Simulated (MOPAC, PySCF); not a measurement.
H$_{4}$OSi, SMILES `[SiH3]O`, neutral singlet in the gas phase. 

Cartesian coordinates (Å):
```xyz
6

O      1.1951    -0.2418     0.3437
Si    -0.3937     0.0533     0.0292
H      1.8160    -0.3300    -0.3810
H     -1.0568     0.1304     1.3424
H     -0.9954    -1.0318    -0.7793
H     -0.5721     1.3275    -0.7041
```
Charge 0, multiplicity 1.

All levels are single points at this geometry (CAM-B3LYP-D3(BJ)/def2-TZVPD); Pople sets use spherical d functions. Orbital energies aren't observables, and empty levels follow the basis.

```tsv
level	HOMO (eV)	LUMO (eV)	gap (eV)	dipole (D)	vertical IE, Delta-SCF (eV)
CAM-B3LYP-D3(BJ)/def2-TZVPD in PySCF	-10.23	0.38	10.61	1.30	–
PBE-D3(BJ)/def2-TZVPD in PySCF	-7.26	-1.08	6.18	1.23	–
B3LYP/6-31G* in PySCF	-8.19	0.31	8.51	1.44	11.09
B3LYP/LANL2DZ in PySCF	-8.22	0.32	8.54	1.88	–
AM1 in MOPAC	-11.07	1.34	12.41	1.32	–
PM3 in MOPAC	-10.12	0.96	11.07	1.27	–
```
